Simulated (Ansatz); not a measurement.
Gas-phase electronic energies from Ansatz, PBE0-D4/def2-TZVP geometries. CCSD(T)/CBS is the MP2 limit (def2-TZVPP, def2-QZVPP) plus CCSD(T) − MP2 in def2-TZVPP, frozen cores. This one scheme is used for every species. Functionals use def2-TZVPP. B3LYP here is the variant with VWN-RPA as its local correlation; programs differ in this. def2 core potentials past Kr. For Br, Sn outer-core shells are correlated without core-valence functions, which leaves a few kJ/mol of doubt a bond. Scalar relativity is left out up to krypton. One conformer a species, not always the lowest.

Consider the ligand exchange at the Sn–Br bond: `[NH2][Sn][Br]` + HCl → `[NH2][Sn][Cl]` + HBr.

```json
{"level": "LDA (SPW92)", "ΔE (kJ/mol)": "12.9", "difference from CCSD(T)/CBS": "-2.1"}
{"level": "BLYP-D4", "ΔE (kJ/mol)": "11.9", "difference from CCSD(T)/CBS": "-3.1"}
{"level": "PBE0-D4", "ΔE (kJ/mol)": "15.0", "difference from CCSD(T)/CBS": "0.0"}
{"level": "r2SCANh-D4", "ΔE (kJ/mol)": "13.8", "difference from CCSD(T)/CBS": "-1.2"}
{"level": "ωB97M-V", "ΔE (kJ/mol)": "12.6", "difference from CCSD(T)/CBS": "-2.4"}
{"level": "PBE0", "ΔE (kJ/mol)": "14.5", "difference from CCSD(T)/CBS": "-0.5"}
{"level": "B3LYP", "ΔE (kJ/mol)": "12.4", "difference from CCSD(T)/CBS": "-2.6"}
{"level": "r2SCAN0", "ΔE (kJ/mol)": "14.6", "difference from CCSD(T)/CBS": "-0.4"}
{"level": "CAM-B3LYP", "ΔE (kJ/mol)": "10.9", "difference from CCSD(T)/CBS": "-4.1"}
{"level": "CCSD/def2-SVP", "ΔE (kJ/mol)": "15.3", "difference from CCSD(T)/CBS": "0.3"}
{"level": "CCSD(T)/CBS", "ΔE (kJ/mol)": "15.0", "difference from CCSD(T)/CBS": "0"}
```

(1) What do rigid-rotor, harmonic-oscillator terms from PBE0-D4/def2-TZVP frequencies (298.15 K, 1 bar) make of the CCSD(T)/CBS value? (Estimate.)

Largest T1 diagnostic among the species: 0.016.

## Answers

(1) Computed: ΔZPE = -1.2 kJ/mol, ΔH = +13.3 kJ/mol, ΔS = 0 J/(mol·K), ΔG = +13.2 kJ/mol.

Leaving LDA and LC-ωPBE aside and taking each functional with its dispersion term where it has one, the values, not all of them listed here, spread over 7.0 kJ/mol, from B97M-V to BHLYP-D4.
